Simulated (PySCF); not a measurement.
An equivalent PySCF input for B⁺ (boron, charge +1), [He] 2s2, closed-shell 1S, with scalar relativity by spin-free X2C-1e:

```python
from pyscf import gto, scf, dft, mp, cc
import basis_set_exchange as bse
mol = gto.M(atom="B 0 0 0", charge=1, spin=0, symmetry="D2h",
            basis=gto.basis.parse(bse.get_basis("aug-cc-pVDZ-DK", elements=["B"], fmt="nwchem", header=False)),
            nucmod="G")
mf = dft.UKS(mol, xc="R2SCAN").sfx2c1e()
mf.irrep_nelec = {'Ag': (2, 2)}
mf.kernel()
```

It reaches the same state as the run whose output follows, with an energy that differs only through the grid. The run itself started from symmetry-adapted Hartree-Fock orbitals and held the occupation by maximum overlap, on a logarithmic radial grid, so the iterations belong to that start.

```
SCF conv_tol = 1e-09
number electrons alpha = 2  beta = 2
XC functionals = R2SCAN
    J. W. Furness, A. D. Kaplan, J. Ning, J. P. Perdew, and J. Sun.,  J. Phys. Chem. Lett. 11, 8208-8215 (2020)
    J. W. Furness, A. D. Kaplan, J. Ning, J. P. Perdew, and J. Sun.,  J. Phys. Chem. Lett. 11, 9248-9248 (2020)
    J. W. Furness, A. D. Kaplan, J. Ning, J. P. Perdew, and J. Sun.,  J. Phys. Chem. Lett. 11, 8208-8215 (2020)
    J. W. Furness, A. D. Kaplan, J. Ning, J. P. Perdew, and J. Sun.,  J. Phys. Chem. Lett. 11, 9248-9248 (2020)
cycle= 1 E= -24.3193564816702  delta_E= -0.000338  |g|= 0.000537  |ddm|= 0.0762
cycle= 2 E= -24.3193569227234  delta_E= -4.41e-07  |g|= 9.54e-05  |ddm|= 0.00274
cycle= 3 E= -24.3193569360873  delta_E= -1.34e-08  |g|= 2.36e-06  |ddm|= 0.000885
cycle= 4 E= -24.3193569360934  delta_E= -6.18e-12  |g|= 2e-08  |ddm|= 1.08e-05
converged SCF energy = -24.3193569360934  <S^2> = -8.8817842e-15  2S+1 = 1
```
